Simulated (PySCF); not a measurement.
# How methods differ on the excitation energy of Ir²⁺

Ir²⁺ [Xe] 4f14 5d7 (4F) → Ir²⁺ [Xe] 4f14 5d6 6s1 (6D), as a difference of total energies. Computed with PySCF 2.14 in x2c-TZVPPall with one added diffuse shell each of s, p, d, f type (12s8p8d4f1g, 113 functions), with scalar relativity by spin-free X2C-1e. Correlated levels: valence: [Xe] 4f14 frozen; valence and next inner shell: [Kr] 4d10 4f14 frozen. The calculations carry no spin-orbit coupling.

| method | excitation energy (eV) |
| --- | --- |
| UHF | 1.455 |
| LDA | 1.680 |
| PBE | 1.642 |
| PBE0 | 1.779 |
| r2SCAN | 1.582 |
| BP86 | 1.699 |
| B2PLYP | 2.004 |
| r2SCAN0 | 1.705 |
| MP2 (valence) | 1.912 |
| SCS-MP2 (valence) | 2.399 |
| MP2 (valence and next inner shell) | 1.603 |
| SCS-MP2 (valence and next inner shell) | 1.964 |

Q: How much does correlation contribute at MP2 (valence and next inner shell)?

A: 1.603 − (1.455) = 0.148 eV, measured against UHF.

A first-order spin-orbit estimate (lowest level to lowest level, LS coupling) adds 0.241 eV.
